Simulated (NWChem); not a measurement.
CCuIO; SMILES [Cu](<-[C-]#[O+])[I]

def2 effective core potentials on I; no spin-orbit coupling.

Q: Give the equilibrium geometry at PBE0/def2-SVP with def2 effective core potentials on I (NWChem) as an XYZ file, with the point group.

A: point group C*v; any orientation.
```
4

Cu     0.0176    -0.9529    -0.0016
I     -0.0036     1.4385     0.0004
O     -0.0291    -3.9122    -0.0006
C     -0.0034    -2.7833    -0.0004
```
